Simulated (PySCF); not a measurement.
**V⁺: excitation energy**

V⁺ [Ar] 3d4 (5D) → V⁺ [Ar] 3d3 4s1 (5F), as a difference of total energies. Computed with PySCF 2.14 in x2c-QZVPPall (11s7p5d3f2g, 96 functions), with the spin-free X2C one-electron Hamiltonian (Gaussian nucleus). Correlated levels: valence: [Ar] frozen. The calculations carry no spin-orbit coupling.

| method | excitation energy (eV) | error (eV) |
| --- | --- | --- |
| UHF | -0.455 | -0.792 |
| MP2 (valence) | 0.046 | -0.291 |
| SCS-MP2 (valence) | -0.288 | -0.625 |
| CCSD (valence) | 0.065 | -0.272 |
| CCSD(T) (valence) | 0.082 | -0.255 |

Reference: 0.337 eV (measured; NIST levels, between the centres of gravity of the two terms).

Errors of the correlated levels include the incompleteness of this basis and the frozen core.

The basis was made for the ground configuration and has no added diffuse functions, so the excitation energy can come out too high.
